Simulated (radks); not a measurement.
Ar, configuration [Ar].

Calculated with a radial shooting solver on a logarithmic mesh with Libxc functionals: scalar-relativistic Kohn-Sham, LDA (Slater exchange, Perdew-Wang correlation), spin-polarised, spherical densities, finite nucleus; Fermi nuclear charge, rms radius 3.4274 fm.

Energy parts (eV):
| part | energy |
|---|---|
| total | -14362.401 |
| kinetic | 14426.840 |
| electron-nucleus | -34307.671 |
| Hartree | 6317.089 |
| exchange-correlation | -798.659 |

Orbitals (lengths in bohr, moments of r in powers of bohr; <r^-3> diverges for s and p1/2; r(max) is where P^2 peaks):
orbital  occ.  eigenvalue (eV)   r(max)  <r^-3>
1s          2        -3110.337  0.05621       -
2s          2        -295.9670   0.3396       -
2p          6        -229.8764   0.2807   126.6
3s          2         -24.2631    1.173       -
3p          6         -10.3846    1.287   10.26
4s          0          -0.2681    4.942       -

The highest occupied level is 3p at -10.385 eV. Summed over all electrons, <r^2> = 26.24 bohr^2, which gives a Langevin (diamagnetic) susceptibility term of -20.8 x 10^-6 cm^3/mol.
